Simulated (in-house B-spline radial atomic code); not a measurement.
**RPA and G0W0 on CAM-B3LYP: Re7+**

Configuration [Xe] 4f14, mean-field start CAM-B3LYP. Computed with a B-spline radial code for spherical atoms: all electrons, scalar-relativistic (spin-free one-electron X2C), finite nucleus, each spin shell either full or empty, empty states to l = 9 with an (l + 1/2)⁻⁴ tail; G0W0 by contour deformation at full frequency.

Without the two-electron picture change, the correlation of inner shells comes somewhat too large for so heavy an element.

Command:
```bash
python run_gw.py task.json out
```
Settings (radii: box in bohr, nucleus in fm):
```
Z                        75
electrons                68
configuration            [Xe] 4f14
hamiltonian              x2c
method                   camb3lyp
lmax                     9
rms_radius               5.3698
spin_polarised           False
box_radius               8.41
intervals                66
```

Time taken, with all properties: 6.9 s on 1 thread of Arm Neoverse N1, with other jobs on the host.

Energies (hartree):

```json
{"term": "mean-field total", "value": "-16683.80475"}
{"term": "Hartree-Fock functional on these orbitals", "value": "-16677.75805"}
{"term": "direct second order", "value": "-7.1011"}
{"term": "second-order exchange", "value": "1.7657"}
{"term": "SOSEX correction", "value": "1.657"}
```

Q: What is the RPA correlation energy, and what remains with SOSEX?

A: RPA gives -6.2046 hartree (-2.48 eV per electron); RPA + SOSEX gives -4.5477, and the second-order doubles -5.3353 hartree (no singles). SOSEX takes back 27 % of the RPA value.

Quasi-particle levels (eV):

```
level  occupied  mean field  Σx - vxc     Σc  QP weight     G0W0
   5p       yes     -142.67     -5.37      ?          ?        ?
   4f       yes     -144.19    -13.80   4.04      0.952  -153.95
   5d        no      -86.02      5.50  -1.90      0.980   -82.43
```

G0W0 = mean field + (Σx - vxc) + Σc, with Σc (partial-wave tail included) taken at the quasi-particle energy. Only the outer levels were computed. Levels of low weight are left out.

Q: Where does G0W0 put 5p?

A: At -148.95 eV, with Σc = -0.91 eV and a quasi-particle weight of 0.971. The tabulated removal energy is 144.4 ± 0.4 eV (NIST, semi-empirical); the calculation leaves out spin-orbit coupling, Breit and QED terms, and what these don't explain is the method's own error.
